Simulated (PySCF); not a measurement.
C3H2Br2, SMILES C(Br)=C=CBr. Atoms are numbered in the order given.

```xyz
7

Br    -2.6094     0.0651     0.2661
C     -1.1980    -0.5397    -0.8661
C      0.0000     0.0000    -0.8685
C      1.1980     0.5397    -0.8661
Br     2.6094    -0.0651     0.2661
H     -1.4963    -1.3806    -1.5122
H      1.4963     1.3806    -1.5122
```
Charge 0, spin multiplicity 1.

Geometry: PBE-D3(BJ)/def2-SVP.

The numbers are results of PBE-D3(BJ)/def2-SVP run with PySCF, not measurements.

Frequencies are harmonic and unscaled.

| mode | ν (cm⁻¹) | IR (km/mol) | moving atoms (share of kinetic energy) |
|---|---|---|---|
| 1 | 62 | 0.0 | Br 80 %, C 20 % |
| 2 | 162 | 1.2 | C 72 %, H 20 % |
| 3 | 222 | 0.0 | C 68 %, Br 21 %, H 10 % |
| 4 | 397 | 0.2 | C 76 %, Br 16 %, H 8 % |
| 5 | 449 | 26.5 | C 80 %, Br 14 % |
| 6 | 653 | 132.0 | C 75 %, H 18 % |
| 7 | 659 | 19.2 | C 85 %, H 9 % |
| 8 | 690 | 12.4 | H 54 %, C 45 % |
| 9 | 797 | 30.0 | H 83 %, C 17 % |
| 10 | 1078 | 0.2 | H 77 %, C 23 % |
| 11 | 1143 | 55.0 | H 90 %, C 10 % |
| 12 | 1276 | 16.2 | C 80 %, H 20 % |
| 13 | 1996 | 139.1 | C 98 % |
| 14 | 3124 | 7.6 | H 91 %, C 9 % |
| 15 | 3124 | 0.0 | H 91 %, C 9 % |
